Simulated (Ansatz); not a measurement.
Cost and result for the atomization energy of `C[SiH](F)[S]` radical (8 atoms, 7 bonds).

```tsv
atom	x (Å)	y (Å)	z (Å)
C1	-0.689	0.696	-0.270
Si2	0.525	-0.644	0.147
F3	1.511	-0.821	-1.101
S4	1.558	-0.162	1.922
H5	-1.181	0.458	-1.216
H6	-1.446	0.786	0.511
H7	-0.183	1.658	-0.378
H8	-0.095	-1.971	0.386
```

Total charge 0; spin multiplicity 2. Geometry: relaxed with PBE0-D4/def2-TZVP. Program: Ansatz. All runs use 4 threads of an Arm Neoverse V1 on a shared host. Times are those of one run each, without the atoms' runs, and a repeat can differ threefold. Electronic energies, without spin–orbit coupling; frozen cores. CCSD(T)/CBS adds CCSD(T) − MP2 in def2-TZVPP to the MP2 limit, and its time is that of the two runs behind it. T1 = 0.013; ⟨S²⟩ of the reference is 0.76. HSE06 is the plane-wave form, built on full-range PBE exchange.

CCSD(T)/CBS is a level of theory with its own doubt, some kJ/mol a heavy atom from the limit and from the frozen cores, so smaller differences don't rank the functionals.

| level | functions | wall time | atomization (kcal/mol) | difference from CCSD(T)/CBS | per bond |
| --- | --- | --- | --- | --- | --- |
| LDA (SPW92)/def2-TZVPP | 202 | 2.9 s | 768.4 | 88.0 | 12.6 |
| revPBE-D4/def2-TZVPP | 202 | 4.6 s | 671.7 | -8.7 | -1.2 |
| PBE-D4/def2-TZVPP (with forces) | 202 | 4.7 s | 687.1 | 6.7 | 1.0 |
| CCSD(T)/def2-SVP | 84 | 7 s | 631.3 | -49.1 | -7.0 |
| BHLYP-D4/def2-TZVPP | 202 | 10 s | 663.3 | -17.1 | -2.4 |
| PBE-QIDH/def2-TZVPP | 202 | 10 s | 674.9 | -5.5 | -0.8 |
| HSE06-D4/def2-TZVPP | 202 | 11 s | 678.3 | -2.1 | -0.3 |
| CAM-B3LYP-D4/def2-TZVPP | 202 | 12 s | 681.7 | 1.3 | 0.2 |
| B2PLYP/def2-TZVPP | 202 | 12 s | 671.3 | -9.1 | -1.3 |
| r2SCAN-D4/def2-TZVPP (with forces) | 202 | 14 s | 684.0 | 3.6 | 0.5 |
| MP2/def2-QZVPP | 374 | 44 s | 682.9 | 2.5 | 0.4 |
| CCSD(T)/def2-TZVPP | 202 | 3.1 min | 661.6 | -18.8 | -2.7 |
| CCSD(T)/CBS(def2) | – | 3.8 min | 680.4 | 0.0 | 0.0 |

At CCSD(T), def2-SVP lies −49.0 kcal/mol from the extrapolated value and def2-TZVPP −18.8 kcal/mol: correlation converges slowly with the basis, and small sets miss more of it in the bonded molecule than in its fragments. From PBE to PBE0 (25 % exact exchange), in def2-TZVPP and without D4, the atomization energy moves by −8.6 kcal/mol: exact exchange takes away binding that semilocal exchange gives to molecules. Leaving LDA and LC-ωPBE aside and taking each functional with its dispersion term where it has one, the values spread over 23.8 kcal/mol, from BHLYP-D4 to PBE-D4. LDA lies +85.2 kcal/mol from PBE without D4, its usual overbinding.
